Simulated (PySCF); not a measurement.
Computed IR spectrum (relative IR intensity) of a molecule C2H6F2OSi. Coordinates come from a ωB97X-D3(BJ)/def2-SVP optimisation. The values are those of a single conformer. All values below come from ωB97X-D3(BJ)/def2-SVP run with PySCF. Frequencies are harmonic and unscaled.

Lines under 2 % of the strongest are left out, and lines within 2 cm⁻¹ are merged.

ν (cm⁻¹): 53 (w), 64 (w), 105 (w), 142 (s), 187 (m), 256 (w), 336 (m), 655 (w), 705 (s), 708 (s), 823 (vs), 832 (s), 892 (m), 949 (vs), 1094 (s), 1104 (m), 1259 (w), 1334 (w), 1460 (vw), 1467 (vw), 2317 (s), 3047 (m), 3104 (m), 3948 (s) (against the strongest line: vs over 80 %, s over 45 %, m over 15 %, w over 4 %, vw less)

Question: Which molecule gave these data?
A. C[C@H](O)[SiH](F)F
B. O[SiH2]CC(F)F
C. O[SiH](CF)CF
D. C[Si](F)(F)CO

Answer: C, O[SiH](CF)CF
